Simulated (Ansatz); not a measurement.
`[Br][GaH][Br]` + NH₃ → `[NH2][GaH][Br]` + HBr at 500 K and 1 bar (ligand exchange at a Ga–Br bond).

Calculated with Ansatz (gas phase, PBE0-D4/def2-TZVP geometries, no zero-point term in ΔE). CCSD(T)/CBS adds triple-zeta CCSD(T) − MP2 to the extrapolated MP2 energy (def2 sets, frozen cores). This one scheme is used for every species. For Br, Ga outer-core shells are correlated without core-valence functions, which leaves a few kJ/mol of doubt a bond. Scalar relativity is left out up to krypton. One conformer a species, not always the lowest.

```tsv
species	CCSD(T)/CBS energy (Eh)	H − E (kJ/mol)	S (J/(mol·K))
`[Br][GaH][Br]`	-7071.28437	51.8	358.8
NH₃	-56.50880	108.2	211.8
`[NH2][GaH][Br]`	-4553.84396	121.1	364.6
HBr	-2573.91920	30.5	213.7
```

H − E and S are ideal-gas, rigid-rotor, harmonic terms from PBE0-D4/def2-TZVP, for one conformer and one mirror image of each species. 1 Eh = 2625.50 kJ/mol, R = 8.31446 J/(mol·K).

Q: By hand: ΔE, ΔH, ΔS and ΔG.

A: ΔE = (-4553.84396) + (-2573.91920) − (-7071.28437) − (-56.50880) = 0.03001 Eh = 78.8 kJ/mol. Δ(H − E) = 121.1 + 30.5 − 51.8 − 108.2 = -8.4, so ΔH = 70.4 kJ/mol. ΔS = 364.6 + 213.7 − 358.8 − 211.8 = 7.7 J/(mol·K). ΔG = 70.4 − 500 × (7.7)/1000 = 66.6 kJ/mol.

Q: By hand: the equilibrium constant, and the temperature at which ΔG would vanish if ΔH and ΔS stayed fixed.

A: log₁₀ K = −ΔG/(RT ln 10) = -7.0. ΔG = 0 at ΔH/ΔS = 9143 K, far beyond where these terms or the molecules hold.

The number of gas molecules stays the same, so ΔS is small and ΔH decides. A doubt of 5 kJ/mol in ΔE shifts log₁₀ K by 0.5 here. Other conformers and mirror images would add mixing entropy, several J/(mol·K) or more a flexible species. These are equilibria of isolated gas molecules and say nothing of rates. Largest T1 diagnostic: 0.011 (customary marks: 0.02 for closed shells, 0.045 for open ones).
